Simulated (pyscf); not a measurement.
PySCF, gas phase, ωB97X-D3(BJ)/def2-SVP geometries.

Task: What is the homolytic dissociation enthalpy (298 K, ωB97M-D3(BJ)/def2-TZVP) of the Ge–Si bond of HO–SiH(SiH₃)–GeH₃ (SMILES O[SiH]([SiH3])[GeH3]), to HO–SiH•–SiH₃ + GeH₃•?

Result: Ge–Si to HO–SiH•–SiH₃ + GeH₃•: 69.7 kcal/mol. The 7 functionals that were run give +65.0 (M06-2X) to +76.0 kcal/mol (ωB97X-D3(BJ)). HO–SiH•–SiH₃ lies 22.9 kcal/mol over its isomer •H₂Si–O–SiH₃ (electronic energy, ωB97M-D3(BJ)). Elements up to Kr have no core potential and no relativistic terms here.
